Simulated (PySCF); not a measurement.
This PySCF input asks for the NMR shieldings of `C=C([BH2-][N+]#CC)CB(O)O`, C$_{5}$H$_{11}$B$_{2}$NO$_{2}$; the geometry comes from GFN2-xTB.

```python
import basis_set_exchange as bse
import numpy as np
from pyscf import gto, dft
from pyscf.prop import nmr

atoms = """
C    -0.371313   -1.839826   -1.279973
C    -0.371774   -0.668056   -0.660008
B     0.507390    0.597221   -1.180845
N     1.636422    0.628446   -0.243377
C     2.461533    0.544841    0.553849
C     3.494598    0.438348    1.538763
C    -1.237563   -0.445205    0.550474
B    -2.580028    0.360060    0.190522
O    -2.889387    0.765244   -1.068645
O    -3.462286    0.633272    1.181101
H    -0.970999   -2.675771   -0.943361
H     0.223948   -2.018691   -2.160747
H    -0.054933    1.642551   -1.059256
H     0.977222    0.438692   -2.263905
H     3.098617    0.707903    2.518139
H     4.318517    1.107397    1.289166
H     3.863393   -0.587184    1.572855
H    -1.515891   -1.400713    1.003631
H    -0.681454    0.111131    1.308624
H    -2.215553    0.574056   -1.722397
H    -4.239377    1.103229    0.874917
"""
names = dict.fromkeys(["C", "B", "N", "O", "H"], "pcSseg-1")
basis = {el: gto.basis.parse(bse.get_basis(n, elements=[el], fmt="nwchem")) for el, n in names.items()}
mol = gto.M(atom=atoms, basis=basis, charge=0, verbose=0)
mf = dft.RKS(mol, xc="PBE0")
mf.grids.level = 2
mf.grids.alignment = dft.numint.BLKSIZE   # the property module wants whole blocks of grid points
mf.conv_tol = 1e-9
mf.kernel()

calc = nmr.RKS(mf)   # GIAO
C = mf.mo_coeff
Co = C[:, mf.mo_occ > 0]
resp = mf.gen_response(singlet=True, hermi=2)
def vind(x):   # induced exchange potential for any number of trial vectors
    d = np.einsum("pi,xij,qj->xpq", C, 2 * x.reshape(-1, C.shape[1], Co.shape[1]), Co, optimize=True)
    return np.einsum("xpq,pi,qj->xij", resp(d - d.transpose(0, 2, 1)), C, Co, optimize=True).ravel()
mo1, _ = nmr.rhf.solve_mo1(calc, with_cphf=vind)
sigma = calc.kernel(mo1)
for i, s in enumerate(sigma):   # ppm
    print("%2d %-2s %9.2f" % (i, mol.atom_pure_symbol(i), np.trace(s) / 3))
```

Problem. Give the expected output.

Solution. 
```
 0 C      60.96
 1 C      19.22
 2 B     132.17
 3 N      34.39
 4 C      69.03
 5 C     184.74
 6 C     156.46
 7 B      70.66
 8 O     200.25
 9 O     221.91
10 H      26.37
11 H      26.34
12 H      29.55
13 H      29.48
14 H      29.26
15 H      29.34
16 H      29.31
17 H      29.90
18 H      29.81
19 H      27.03
20 H      27.72
```

These numbers come from an equivalent density-fitted implementation of the same equations, which agrees with the script to about 0.01 ppm for H and up to a few tenths of a ppm for heavy atoms, so last digits may differ.

Size and cost of the density-fitted run: 225 basis functions, 74 s wall time on 1 thread of an Intel Xeon, shared host; peak memory 1.1 GiB.
